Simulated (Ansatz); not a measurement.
`F[CH2][ZnH]` + H₂ → `[ZnH2]` + `CF` at 600 K and 1 bar (hydrogenolysis of a Zn–C bond).

Program: Ansatz. Geometries: PBE0-D4/def2-TZVP. ΔE: electronic, gas phase. CCSD(T)/CBS is the MP2 limit (def2-TZVPP, def2-QZVPP) plus CCSD(T) − MP2 in def2-TZVPP, frozen cores. This one scheme is used for every species. For Zn outer-core shells are correlated without core-valence functions, which leaves a few kJ/mol of doubt a bond. Scalar relativity is left out up to krypton.

```json
{"species": "`F[CH2][ZnH]`", "CCSD(T)/CBS energy (Eh)": "-1917.98456", "H − E (kJ/mol)": "129.1", "S (J/(mol·K))": "341.2"}
{"species": "H₂", "CCSD(T)/CBS energy (Eh)": "-1.17544", "H − E (kJ/mol)": "43.9", "S (J/(mol·K))": "150.8"}
{"species": "`[ZnH2]`", "CCSD(T)/CBS energy (Eh)": "-1779.54550", "H − E (kJ/mol)": "52.6", "S (J/(mol·K))": "230.0"}
{"species": "`CF`", "CCSD(T)/CBS energy (Eh)": "-139.63461", "H − E (kJ/mol)": "127.6", "S (J/(mol·K))": "254.6"}
```

H − E and S are ideal-gas, rigid-rotor, harmonic terms from PBE0-D4/def2-TZVP. The MP2-based limit puts H₂ 0.8 mEh under its directly extrapolated value; such offsets cancel only in part. 1 Eh = 2625.50 kJ/mol, R = 8.31446 J/(mol·K).

Problem. By hand: ΔE, ΔH, ΔS and ΔG.

Solution. ΔE = (-1779.54550) + (-139.63461) − (-1917.98456) − (-1.17544) = -0.02011 Eh = -52.8 kJ/mol. Δ(H − E) = 52.6 + 127.6 − 129.1 − 43.9 = 7.2, so ΔH = -45.6 kJ/mol. ΔS = 230.0 + 254.6 − 341.2 − 150.8 = -7.4 J/(mol·K). ΔG = -45.6 − 600 × (-7.4)/1000 = -41.2 kJ/mol.

Problem. By hand: the equilibrium constant, and the temperature at which ΔG would vanish if ΔH and ΔS stayed fixed.

Solution. log₁₀ K = −ΔG/(RT ln 10) = 3.6. ΔG = 0 at ΔH/ΔS = 6162 K, far beyond where these terms or the molecules hold.

The number of gas molecules stays the same, so ΔS is small and ΔH decides. A doubt of 5 kJ/mol in ΔE shifts log₁₀ K by 0.4 here. These are equilibria of isolated gas molecules and say nothing of rates. Largest T1 diagnostic: 0.016 (customary marks: 0.02 for closed shells, 0.045 for open ones).
